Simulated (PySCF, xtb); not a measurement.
Ti(Cl)3(OSiH3) (Cl₃H₃OSiTi), SMILES [SiH3][O][Ti]([Cl])([Cl])[Cl], multiplicity 1. Other conformers were not sampled.

Harmonic wavenumbers (cm⁻¹) from GFN2-xTB (xtb) at its own minimum, in rising order: 5, 26, 27, 118, 119, 119, 160, 161, 318, 430, 430, 473, 588, 589, 747, 748, 793, 988, 2189, 2194, 2202.

Problem. What does B3LYP-D3(BJ)/def2-SVP in PySCF give at its own minimum? (An estimate is asked for; the answer gives what the named calculation found.)

Solution. 7, 20, 20, 120, 120, 130, 207, 207, 368, 495, 495, 524, 711, 711, 946, 952, 952, 1065, 2249, 2257, 2257. Paired by order, the mean absolute difference is 67 cm⁻¹ and the zero-point energies are 19.2 and 21.2 kcal/mol.
